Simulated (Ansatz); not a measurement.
Two isomers of CH8OSSi2: A = `OC([SiH3])([SiH3])S`, B = `[SiH3]OC[SiH2]S`.

Gas-phase electronic energies from Ansatz, PBE0-D4/def2-TZVP geometries. CCSD(T)/CBS adds triple-zeta CCSD(T) − MP2 to the extrapolated MP2 energy (def2 sets, frozen cores). DFT in def2-TZVPP. B3LYP here is the variant with VWN-RPA as its local correlation; programs differ in this. One conformer a species, not always the lowest.

Q: Which is lower in electronic energy at CCSD(T)/CBS, and by how much? (Best estimate.)

A: Computed: B, by 191.0 kJ/mol.

Q: Give E(B) − E(A) in kJ/mol with B3LYP, HF/def2-TZVPP, MP2/def2-TZVPP, CCSD(T)/def2-TZVPP, r2SCAN-D4, B2PLYP, PBE-D4. (An estimate is asked.)

A: Computed: B3LYP -202.1, HF/def2-TZVPP -230.1, MP2/def2-TZVPP -193.5, CCSD(T)/def2-TZVPP -191.6, r2SCAN-D4 -189.8, B2PLYP -200.0, PBE-D4 -172.7. None reverses the order clearly.

Largest T1 diagnostic: 0.013.

In def2-TZVPP, CCSD(T) changes the Hartree–Fock value by +38.5 kJ/mol (the triples alone add +7.3 kJ/mol) and MP2 by +36.6 kJ/mol. From PBE to PBE0 (25 % exact exchange), in def2-TZVPP and without D4, E(B) − E(A) moves by −10.4 kJ/mol.
